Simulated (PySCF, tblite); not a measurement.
Isomers of C4H8N2Si2, one GFN2-xTB conformer each. Single-point energies are computed at PBE0/pcSseg-1 (PySCF, gas phase, no added dispersion term), electronic only.

| SMILES | GFN2-xTB relative energy (kJ/mol) |
| --- | --- |
| C[SiH2]C([SiH3])(C#N)C#N | 0.0 |
| C=N[SiH2][SiH2]/C=C\C#N | 63.5 |
| C#C[Si@@H](CC#N)[SiH2]N | 89.6 |
| C=N[C@H]1[SiH2][C@H](C#N)[SiH2]1 | 58.6 |

Conformers: `[CH3:1][SiH2:2][C:3]([SiH3:4])([C:5]#[N:6])[C:7]#[N:8]` with C1–Si2–C3–Si4 61°; `[CH2:1]=[N:2][SiH2:3][SiH2:4]/[CH:5]=[CH:6]\[C:7]#[N:8]` with C1–N2–Si3–Si4 109°, N2–Si3–Si4–C5 -3°, Si3–Si4–C5–C6 -63°; `[CH:1]#[C:2][Si@@H:3]([CH2:4][C:5]#[N:6])[SiH2:7][NH2:8]` with C2–Si3–C4–C5 80°, C2–Si3–Si7–N8 -49°, Si3–Si7–N8–H -47° and 172°; `[CH2:1]=[N:2][C@H:3]1[SiH2:4][C@H:5]([C:6]#[N:7])[SiH2:8]1` with C1–N2–C3–Si4 132°, N2–C3–Si4–C5 96°, C3–Si4–C5–C6 132°, Si4–C5–Si8–C3 -12°, N2–C3–Si8–C5 -96°.

Q: What does PBE0/pcSseg-1 give for the same structures?

A: 
| SMILES | PBE0/pcSseg-1 E (Eh) | PBE0/pcSseg-1 (kJ/mol) | GFN2-xTB (kJ/mol) | point group |
| --- | --- | --- | --- | --- |
| C[SiH2]C([SiH3])(C#N)C#N | -845.07705 | 0.0 | 0.0 | C1 |
| C#C[Si@@H](CC#N)[SiH2]N | -845.06571 | 29.8 | 89.6 | C1 |
| C=N[C@H]1[SiH2][C@H](C#N)[SiH2]1 | -845.06117 | 41.7 | 58.6 | Cs |
| C=N[SiH2][SiH2]/C=C\C#N | -845.05133 | 67.5 | 63.5 | C1 |

Both levels put the same isomer lowest; measured from each level's own lowest isomer, the values differ by up to 59.8 kJ/mol (C#C[Si@@H](CC#N)[SiH2]N: 89.6 against 29.8). As drawn, the highest has a C=N bond, an Si–Si bond and a C=C bond outside aromatic rings, which the lowest lacks.

Q: Which frontier levels, dipoles and rotational constants go with these structures?

A: 
| SMILES | HOMO (eV, PBE0/pcSseg-1) | LUMO (eV) | dipole (D) | A, B, C (MHz) |
| --- | --- | --- | --- | --- |
| C[SiH2]C([SiH3])(C#N)C#N | -8.81 | -0.65 | 5.22 | 1531, 1134, 1101 |
| C#C[Si@@H](CC#N)[SiH2]N | -7.34 | -0.72 | 2.36 | 1377, 1230, 918.9 |
| C=N[C@H]1[SiH2][C@H](C#N)[SiH2]1 | -7.60 | -0.80 | 5.11 | 3281, 896.0, 759.9 |
| C=N[SiH2][SiH2]/C=C\C#N | -7.02 | -1.98 | 2.29 | 1594, 1358, 944.3 |

Q: What happens when harmonic zero-point energies from GFN2-xTB frequencies are added?

A: 
| SMILES | ZPE (kJ/mol) | electronic (kJ/mol) | with ZPE (kJ/mol) |
| --- | --- | --- | --- |
| C[SiH2]C([SiH3])(C#N)C#N | 265.6 | 0.0 | 0.0 |
| C#C[Si@@H](CC#N)[SiH2]N | 274.0 | 29.8 | 38.2 |
| C=N[C@H]1[SiH2][C@H](C#N)[SiH2]1 | 273.1 | 41.7 | 49.3 |
| C=N[SiH2][SiH2]/C=C\C#N | 268.7 | 67.5 | 70.7 |

The zero-point energies span 8.4 kJ/mol. The order is unchanged.
